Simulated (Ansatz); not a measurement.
Kohn–Sham single points on FH₅O₃SSi₂, SMILES `O[SiH](O)S[SiH](O)F`.

```yaml
crystal:
  periodic: [false, false, false]
  atoms:
    - {symbol: O, position_ang: [0.629402, -1.029103, -2.794756]}
    - {symbol: Si, position_ang: [0.835760, -0.462902, -1.285637]}
    - {symbol: O, position_ang: [1.107101, 1.142144, -1.340092]}
    - {symbol: S, position_ang: [-0.968357, -0.895982, -0.175382]}
    - {symbol: Si, position_ang: [-0.533624, -0.016735, 1.692987]}
    - {symbol: O, position_ang: [-1.910598, 0.266601, 2.502386]}
    - {symbol: F, position_ang: [0.255326, 1.360406, 1.422610]}
    - {symbol: H, position_ang: [0.028023, -0.556369, -3.373293]}
    - {symbol: H, position_ang: [1.959207, -1.219171, -0.702597]}
    - {symbol: H, position_ang: [0.938455, 1.641528, -0.536008]}
    - {symbol: H, position_ang: [0.334529, -0.811710, 2.573211]}
    - {symbol: H, position_ang: [-2.675224, 0.581293, 2.016570]}
basis:
  gaussian: {orbitals: def2-TZVPP}
hamiltonian: {xc: r2scan, dispersion: d4}
output: {forces: true, orbitals: {seedname: orbitals}}
```

```sh
$ ansatz run in.yaml --threads 2 --pin off --events-out ev --progress --plain --max-ram 22528MiB --backend cuda --devices 0, --max-vram 18GiB
```

Shortened log:

```
Functional definition: r2SCAN
1764 factors; their error is unknown
mean field evaluation 1: about -35522.0543 eV, gradient 1.0e2 eV
mean field evaluation 2: about -35477.5465 eV, gradient 1.8e2 eV
mean field evaluation 4: about -35536.8367 eV, gradient 9.1e0 eV
mean field evaluation 8: about -35536.9804 eV, gradient 2.6e-1 eV
mean field evaluation 16: about -35536.9434 eV, gradient 3.6e-3 eV
mean field -35536.94344504 eV, -1305.9585837998 hartree, gradient 2.7e-5 eV, S^2 0.000000; 0 other end points of the search recorded, 0 dependent functions left out
reference -35536.94345763 eV, -1305.9585842625 hartree; 41, 41 occupied and 279, 279 virtual orbitals, 1764 factors
Total energy: -35537.03183045 eV, -1305.9618319038 hartree
Atom 0 at     0.629402    -1.029103    -2.794756 Å, force     0.032907    -0.030996    -0.046231 eV/Å
Atom 1 at     0.835760    -0.462902    -1.285637 Å, force     0.026175    -0.039715     0.055023 eV/Å
Atom 2 at     1.107101     1.142144    -1.340092 Å, force     0.021441     0.055118    -0.009482 eV/Å
Atom 3 at    -0.968357    -0.895982    -0.175382 Å, force    -0.053794    -0.035459    -0.004918 eV/Å
Atom 4 at    -0.533624    -0.016735     1.692987 Å, force     0.039015    -0.064340     0.000939 eV/Å
Atom 5 at    -1.910598     0.266601     2.502386 Å, force    -0.027119     0.009385     0.062145 eV/Å
Atom 6 at     0.255326     1.360406     1.422610 Å, force     0.039683     0.049901    -0.012320 eV/Å
Atom 7 at     0.028023    -0.556369    -3.373293 Å, force    -0.018329     0.007180    -0.011084 eV/Å
Atom 8 at     1.959207    -1.219171    -0.702597 Å, force    -0.015295     0.009842    -0.023433 eV/Å
Atom 9 at     0.938455     1.641528    -0.536008 Å, force    -0.000987     0.015788     0.013034 eV/Å
Atom 10 at     0.334529    -0.811710     2.573211 Å, force    -0.026683     0.022601    -0.012708 eV/Å
Atom 11 at    -2.675224     0.581293     2.016570 Å, force    -0.017013     0.000695    -0.010964 eV/Å
Dipole moment:    -0.338130     0.190558    -0.024021 e Å
```

Hardware: 2 threads of an AMD EPYC 7R13 on a shared host and a share of an NVIDIA H100 80 GB. Wall time 2.3 s, peak host memory 0.89 GiB.

With the line `hamiltonian: {xc: {name: wB97M-V}}` (abridged; 4.6 s):

```
Functional definition: wB97M-V
mean field evaluation 16: about -35539.1126 eV, gradient 1.4e-4 eV
mean field -35539.11259783 eV, -1306.0382986944 hartree, gradient 2.9e-5 eV, S^2 0.000000
Total energy: -35539.11265095 eV, -1306.0383006465 hartree
Atom 0 force    -0.046606    -0.005652    -0.107772 eV/Å
Atom 1 force     0.158755    -0.153278     0.171633 eV/Å
Atom 2 force    -0.009842     0.092667     0.060779 eV/Å
Atom 3 force    -0.013282     0.009653    -0.010576 eV/Å
Atom 4 force     0.153548    -0.238691     0.106231 eV/Å
Atom 5 force    -0.111908     0.032724     0.009908 eV/Å
Atom 6 force     0.066624     0.101753    -0.046562 eV/Å
Atom 7 force     0.021037    -0.027331     0.005815 eV/Å
Atom 8 force    -0.137596     0.093970    -0.063600 eV/Å
Atom 9 force     0.011190     0.005035    -0.038704 eV/Å
Atom 10 force    -0.108389     0.100791    -0.115504 eV/Å
Atom 11 force     0.016470    -0.011641     0.028351 eV/Å
Dipole moment:    -0.343304     0.177735    -0.018521 e Å
```

With the line `hamiltonian: {xc: {name: wB97X-V}}` and no forces (abridged; 2.7 s):

```
Functional definition: wB97X-V
mean field evaluation 16: about -35535.8628 eV, gradient 1.0e-4 eV
mean field -35535.86277222 eV, -1305.9188698062 hartree, gradient 4.1e-5 eV, S^2 0.000000
Total energy: -35535.86277005 eV, -1305.9188697264 hartree
```

The same input with `hamiltonian: {xc: pbe0, dispersion: d4}` and no forces (abridged; 1.8 s):

```
Functional definition: PBE0
mean field evaluation 16: about -35523.4269 eV, gradient 3.6e-5 eV
mean field -35523.42685767 eV, -1305.4618583758 hartree, gradient 3.6e-5 eV, S^2 0.000000
Total energy: -35523.73729957 eV, -1305.4732669051 hartree
```
